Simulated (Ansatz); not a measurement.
Results of the Gaussian-basis code of Ansatz.

A structure relaxed at PBE0-D4/def2-TZVP, charge 0, multiplicity 1:

```xyz
10

Si    0.801    0.919   -1.333
Si   -0.332    0.415    0.635
C    -0.528   -1.359    1.120
S    -2.110   -0.683    0.438
H     0.780   -0.295   -2.190
H     2.209    1.306   -1.050
H     0.129    2.042   -2.037
H    -0.272    1.408    1.736
H    -0.586   -1.614    2.174
H    -0.090   -2.140    0.507
```

**Question.** Give its formula and SMILES.

**Answer.** CH6SSi2, `[SiH3][SiH]1CS1`.

**Question.** Summarise the bond lengths by kind.

**Answer.** 1 × Si–Si 2.326 Å; 4 × H–Si 1.484 to 1.488 Å; 1 × C–Si 1.850 Å; 1 × S–Si 2.099 Å; 1 × C–S 1.851 Å; 2 × C–H 1.086 Å.
